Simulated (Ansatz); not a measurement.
```yaml
crystal:
  periodic: [false, false, false]
  atoms:
    - {symbol: B, position_ang: [-1.691478, 1.371311, 0.168337]}
    - {symbol: B, position_ang: [-0.267472, 0.778048, 0.731009]}
    - {symbol: C, position_ang: [0.228532, -0.685545, 0.733836]}
    - {symbol: Si, position_ang: [1.153458, -0.950272, -0.895689]}
    - {symbol: H, position_ang: [-1.851320, 1.694375, -0.977134]}
    - {symbol: H, position_ang: [-2.625015, 1.568068, 0.897957]}
    - {symbol: H, position_ang: [0.506877, 1.617242, 1.130080]}
    - {symbol: H, position_ang: [-0.555810, -1.448339, 0.739089]}
    - {symbol: H, position_ang: [0.964192, -0.904489, 1.513768]}
    - {symbol: H, position_ang: [2.233952, 0.055827, -1.065571]}
    - {symbol: H, position_ang: [1.762075, -2.306626, -0.895541]}
    - {symbol: H, position_ang: [0.219109, -0.844698, -2.046240]}
basis:
  gaussian: {orbitals: def2-TZVPD}
hamiltonian: {xc: {name: r2SCAN0}, dispersion: d3bj}
```

```sh
$ ansatz run in.yaml --threads 2 --pin off --events-out ev --progress --plain --max-ram 4352MiB
```

Output, abridged:

```
Warning: the engine holds no damping parameters fitted to this dispersion correction and functional, so the run takes those fitted to r2scan0 beside the three-body term, which d3bj leaves out (hamiltonian.dispersion, under Limitations)
Functional definition: r2SCAN0
1208 factors; their error is unknown
mean field evaluation 1: about -10389.4274 eV, gradient 4.6e1 eV
mean field evaluation 2: about -10388.1978 eV, gradient 4.8e1 eV
mean field evaluation 4: about -10394.6534 eV, gradient 1.2e0 eV
mean field evaluation 8: about -10394.6478 eV, gradient 3.3e-1 eV
mean field evaluation 16: about -10394.6479 eV, gradient 2.7e-5 eV
mean field -10394.64794585 eV, -381.9962662645 hartree, gradient 2.7e-5 eV, S^2 0.000000; 0 other end points of the search recorded, 0 dependent functions left out
reference -10394.64796131 eV, -381.9962668326 hartree; 19, 19 occupied and 207, 207 virtual orbitals, 1208 factors
Total energy: -10394.72561828 eV, -381.9991206738 hartree
```

It took 7.5 s on 2 threads of an Arm Neoverse V1 on a shared host, with 0.47 GiB of host memory at the peak.
